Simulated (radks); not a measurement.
Values are calculated unless marked as measured or tabulated.
Q: Numerical settings for the germanium ion Ge+, [Ar] 3d10 4s2 4p1. Level of theory: scalar-relativistic Kohn-Sham, r2SCAN, spin-unpolarised, spherical densities, finite nucleus; meta-GGA in the generalised Kohn-Sham scheme; Fermi nuclear charge, rms radius 4.0742 fm (a radial shooting solver on a logarithmic mesh with Libxc functionals). The defaults (mesh step 0.008 in ln r, mesh end at 40 bohr or more with all orbitals vanishing there, Anderson mixing 0.5 over 9 steps, residual threshold near 1e-9 with the energy settled to 1e-9 hartree or 1e-11 of itself, here a cap of 93 iterations) give E = -2098.887 hartree and 4p at -11.236 eV in 14 iterations. Run on one thread of a shared host, so times are rough (Arm Neoverse N1): 0.13 s of CPU time, 0.13 s wall, 14 iterations on 2259 mesh points. One setting is changed at a time: mesh step in ln r 0.08; mesh step in ln r 0.2; mesh step in ln r 0.05; mesh end (bohr) 2; mesh end (bohr) 8; residual threshold 0.001; residual threshold 1e-13; mixing 1.5; linear mixing, mixing 0.05; linear mixing, mixing 0.2; mixing history 3; iteration cap 3. Which runs fail to converge, and which converge to a wrong energy?

A: Not converged within the cap: mesh step in ln r 0.08; mesh step in ln r 0.2; residual threshold 1e-13; linear mixing, mixing 0.05; iteration cap 3. Settled on a wrong energy, with an occupied level pushed above zero by the early mesh end: mesh end (bohr) 2 (+5.9 hartree). Apart from these: no run marked as converged misses the energy by more than 1 mhartree.
